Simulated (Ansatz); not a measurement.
Hg₃S₂, relaxed as a singlet with RKS B3LYP-D4/def2-SVP in Ansatz, starting from the GFN1-xTB geometry. Force threshold 0.02 eV/Å.

In the def2 sets Hg takes a core potential; there is no spin–orbit coupling. The structure comes from a short search, and lower isomers may exist.

Start:

Cartesian coordinates in Å:
```
Hg 0.674 -1.477 2.929
Hg -1.086 2.342 -1.454
Hg 0.732 -1.550 0.144
S -1.171 -0.122 -0.787
S 0.850 0.808 -0.833
```

```tsv
step	energy (eV)	largest force component (eV/Å)	SCF passes
1	-34199.2477	1.530	21
2	-34199.5510	0.414	30
3	-34199.6054	0.281	33
4	-34199.6318	0.045	26
5	-34199.6424	0.056	27
6	-34199.6534	0.084	27
7	-34199.6663	0.102	25
8	-34199.6815	0.104	25
9	-34199.6917	0.094	25
10	-34199.7006	0.093	25
11	-34199.7056	0.074	27
12	-34199.7096	0.017	26
13	-34199.7099	0.012	26
```

Force components are those of the run's own axes.

End:

```xyz
5

Hg    1.239   -2.680    3.117
Hg   -1.026    2.209   -2.576
Hg    0.380   -0.813    0.950
S    -1.364    0.174   -0.721
S     0.770    1.109   -0.770
```

By distances, no bond broke or formed. The bond that changes most is Hg2–S5, from 2.55 to 2.77 Å (atoms count from 1). The end is the same structure that another start reached, the lowest one found.

The force fell under the threshold at step 12, but the optimiser went on. No frequencies were taken in this run, so the end may be a saddle point.

It took 33 s on 4 threads of Arm Neoverse V2 on a shared host.
